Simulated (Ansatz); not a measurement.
MgBr2: single points at one geometry.

```yaml
crystal:
  periodic: [false, false, false]
  atoms:
    - {symbol: Mg, position_ang: [-0.012796, -0.007384, -0.000158]}
    - {symbol: Br, position_ang: [-0.010136, -0.016543, 2.322260]}
    - {symbol: Br, position_ang: [0.022932, 0.023927, -2.322101]}
basis:
  gaussian: {orbitals: 6-31G}
hamiltonian: {xc: hf}
scf: {omitted_lower_state_checks: [starts]}
output: {orbitals: {seedname: orbitals}}
```

The file start.molden holds the orbitals of an earlier run on this structure, at another level or in another basis.

```sh
$ ansatz run in.yaml --threads 4 --pin off --events-out ev --progress --plain --max-ram 3916MiB
```

It prints (some lines left out):

```
Functional definition: HF
656 factors; integrals over basis functions are off by at most 3.4e-4 eV
mean field evaluation 1: about -145412.7276 eV, gradient 1.5e1 eV
mean field evaluation 2: about -145412.7365 eV, gradient 1.5e1 eV
mean field evaluation 4: about -145413.6673 eV, gradient 1.4e0 eV
mean field evaluation 8: about -145413.6742 eV, gradient 7.9e-5 eV
mean field -145413.67420459 eV, -5343.8539620903 hartree, gradient 1.6e-5 eV, S^2 0.000000; 0 other end points of the search recorded, 0 dependent functions left out
reference -145413.67420459 eV, -5343.8539620903 hartree; 41, 41 occupied and 30, 30 virtual orbitals, 656 factors
Total energy: -145413.67420459 eV, -5343.8539620903 hartree
Checks for a lower state left out: starts
```

Hardware: 4 threads of Arm Neoverse V2 on a shared host. Wall time 0.41 s.

As the first input, with `gaussian: {orbitals: def2-TZVP, initial_orbitals: start.molden}`, `hamiltonian: {xc: pbe0, dispersion: d4}` and without the key `scf` (abridged; 2.1 s):

```
Functional definition: PBE0
mean field evaluation 16: about -145522.2703 eV, gradient 5.3e-1 eV
mean field -145522.27050458 eV, -5347.8448025057 hartree, gradient 2.3e-5 eV, S^2 0.000000; 1 other end points of the search recorded, 0 dependent functions left out
Total energy: -145522.32117343 eV, -5347.8466645516 hartree
```

First input, but with `gaussian: {orbitals: def2-SVP, initial_orbitals: start.molden}`, `hamiltonian: {xc: pbe0, dispersion: d4}` (abridged; 0.9 s):

```
Functional definition: PBE0
mean field -145503.32737054 eV, -5347.1486551697 hartree, gradient 1.3e-5 eV, S^2 0.000000
Total energy: -145503.37804062 eV, -5347.1505172610 hartree
Checks for a lower state left out: starts
```

First input, but with `gaussian: {orbitals: def2-TZVP, initial_orbitals: start.molden}`, `hamiltonian: {xc: {name: BHLYP}, dispersion: d4}` (abridged; 1.7 s):

```
Functional definition: BHLYP
mean field -145541.07280055 eV, -5348.5357741380 hartree, gradient 1.1e-5 eV, S^2 0.000000
Total energy: -145541.17174509 eV, -5348.5394102828 hartree
Checks for a lower state left out: starts
```

The first input with `gaussian: {orbitals: def2-TZVP, initial_orbitals: start.molden}`, `hamiltonian: {xc: hse06, dispersion: d4}` (abridged; 1.6 s):

```
Functional definition: HSE06
mean field -145522.36864492 eV, -5347.8484090967 hartree, gradient 7.7e-6 eV, S^2 0.000000
Total energy: -145522.41782508 eV, -5347.8502164343 hartree
Checks for a lower state left out: starts
```

First input, but with `gaussian: {orbitals: STO-3G}` (abridged; 0.15 s):

```
Functional definition: HF
mean field -143856.65494795 eV, -5286.6345597943 hartree, gradient 1.5e-5 eV, S^2 0.000000
Total energy: -143856.65494795 eV, -5286.6345597943 hartree
Checks for a lower state left out: starts
```

The first input with `gaussian: {orbitals: def2-TZVP, initial_orbitals: start.molden}`, `hamiltonian: {xc: lda}` (abridged; 0.56 s):

```
Functional definition: SPW92
mean field -145321.79171551 eV, -5340.4773428965 hartree, gradient 2.5e-5 eV, S^2 0.000000
Total energy: -145321.79174671 eV, -5340.4773440434 hartree
Checks for a lower state left out: starts
```

Geometry: r2SCAN-D4/def2-TZVP.

The 6-31G sets use Cartesian d functions. HSE06 is defined as in plane-wave codes, on full-range PBE exchange.
